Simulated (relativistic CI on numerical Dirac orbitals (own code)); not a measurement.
**Level scheme of I34+**

These numbers are calculated, not measured: Dirac-Coulomb-Breit CI, separate exchange-only KLI orbitals for each configuration, model QED, unscaled Slater integrals (own radial code, finite nucleus).

Configurations in the expansion (outside the closed core [Ne]): 3s2.3p6.3d, 3s2.3p5.3d2, 3s.3p6.3d2, 3s2.3p6.4s, 3s2.3p6.4p, 3s2.3p6.4d, 3s2.3p5.3d.4s, 3s2.3p6.4f, 3s2.3p5.3d.4p, 3s2.3p5.3d.4d, 3s.3p6.3d.4s, 3p6.3d2.4p, 3s2.3p5.3d.4f, 3s.3p6.3d.4p, 3s2.3p6.5s, 3s.3p6.3d.4d, 3s2.3p6.5p, 3s.3p6.3d.4f, 3s2.3p6.5d, 3s2.3p6.5f, 3s2.3p6.5g, 3p6.3d3, 3p5.3d4, 3p5.3d3.4s, 3p6.3d2.4s, 3p5.3d2.4s2, 3p6.3d2.4d, 3p5.3d3.4d, 3p5.3d2.4s.4d. Double excitations out of closed p, d and f shells are left out; levels of such configurations are missing from the list, as are those of other unlisted configurations, and high levels can miss mixing partners. These lack a partner that the ground configuration has and come out too high: 3s2.3p5.3d.4p, 3s2.3p5.3d.4f.

The lowest level is 3s2.3p6.3d 2D_3/2, with 100 % of that term; Hund's rules for 3s2.3p6.3d give 2D with J = 3/2, in agreement.

```csv
No.,Configuration,Term,J,E (eV),%,Next component (%),Lifetime (s)
1,3s2.3p6.3d,2D,3/2,0.000,100,,
2,3s2.3p6.3d,2D,5/2,15.344,100,,4.92e-05
3,3p5.3d2(3F),4D°,1/2,159.529,92,7 2P°,2.29e-09
4,3p5.3d2(3F),4D°,3/2,160.764,60,20 4F°,3.90e-09
5,3p5.3d2(3F),4F°,5/2,165.299,40,23 4D°,3.13e-09
6,3p5.3d2(3F),4G°,7/2,168.339,41,28 2G°,2.94e-06
7,3p5.3d2(3F),4D°,5/2,173.992,44,23 2F°,6.17e-09
8,3p5.3d2(3F),4G°,9/2,177.252,73,13 4F°,1.05e-04
9,3p5.3d2(3P),4D°,7/2,177.558,53,30 4F°,1.08e-09
10,3p5.3d2(3P),4P°,3/2,178.900,40,15 4D°,4.67e-10
11,3p5.3d2(1D),2D°,3/2,180.880,37,31 4D°,1.86e-10
12,3p5.3d2(3P),4P°,5/2,182.099,49,27 2F°,2.42e-09
13,3p5.3d2(3F),4G°,11/2,182.436,71,29 2H°,8.55e-04
14,3p5.3d2(3F),2G°,7/2,185.041,42,30 2F°,1.64e-07
15,3p5.3d2(3P),4P°,1/2,188.623,40,30 2P°,1.49e-06
16,3p5.3d2(1D),2F°,7/2,191.521,47,32 4D°,5.78e-10
17,3p5.3d2(1D),2D°,5/2,192.634,44,34 4D°,2.14e-10
18,3p5.3d2(3F),4F°,9/2,192.751,52,40 2G°,5.85e-05
19,3p5.3d2(3P),2D°,3/2,194.651,27,23 4S°,3.80e-10
20,3p5.3d2(1G),2H°,11/2,196.104,71,29 4G°,3.54e-05
21,3p5.3d2(3P),2D°,5/2,198.364,46,19 2F°,8.31e-10
22,3p5.3d2(1D),2F°,7/2,202.642,53,35 4D°,3.61e-11
23,3p5.3d2(3P),2D°,3/2,204.013,40,28 4F°,8.15e-12
24,3p5.3d2(1G),2G°,9/2,204.142,59,29 2H°,2.17e-05
25,3p5.3d2(1D),2P°,1/2,205.202,63,19 4P°,5.14e-11
26,3p5.3d2(1G),2F°,5/2,209.000,61,26 4G°,4.26e-12
27,3p5.3d2(3P),2P°,1/2,217.835,44,37 4D°,3.65e-12
28,3p5.3d2(1G),2G°,7/2,218.591,41,30 4D°,9.72e-12
29,3p5.3d2(1S),2P°,3/2,222.630,46,30 2D°,3.80e-11
30,3p5.3d2(3F),4F°,5/2,223.861,28,27 4D°,4.90e-12
```

Energies count from the lowest computed level; ° marks odd parity; lifetimes are radiative, by E1, M1, E2, M2, E3 decay to levels of this space only. Percentages are summed over parent terms; the parents shown are those of the largest component, closed shells are left out there.

The mean weight of the leading LS term, summed over parents, in these 30 levels is 54 %, and that of the leading jj configuration (from the same eigenvectors) 82 %, so jj coupling describes them better and the LS labels are nominal.

At this charge energies of transitions that change n are usually good to better than 1 %, and those within a shell (Δn = 0) to a few per cent.

LS names give the leading component of a level, which can be under half, so a name can repeat, a term be missing and a line seem to break the LS rules.
